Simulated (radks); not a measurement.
Problem. Valence configurations of the molybdenum ion Mo+ (all share [Kr]). Calculated with a radial shooting solver on a logarithmic mesh with Libxc functionals: scalar-relativistic Kohn-Sham, r2SCAN, spin-polarised, spherical densities, finite nucleus; open shells are filled with parallel spins first (spin-orbit coupling, left out, can overturn this in heavy ions); meta-GGA in the generalised Kohn-Sham scheme; Fermi nuclear charge, rms radius 4.4091 fm. Order these by energy: 4d3 5p2; 4d3 5s2; 4d4 5s1; 4d4 5p1; 4d3 5s0.5 5p1.5; 4d4.5 5p0.5; 4d3.5 5s1.5; 4d5.

Solution. From the lowest, in eV above it: 4d5 0.000; 4d4 5s1 1.826; 4d4.5 5p0.5 3.096; 4d3.5 5s1.5 4.573; 4d4 5p1 6.610; 4d3 5s2 7.068; 4d3 5s0.5 5p1.5 12.387; 4d3 5p2 14.954. NIST lists [Kr] 4d5 as the ground configuration; this level of theory agrees among the configurations tried. The energies are those of spherical high-spin densities, not of single terms.
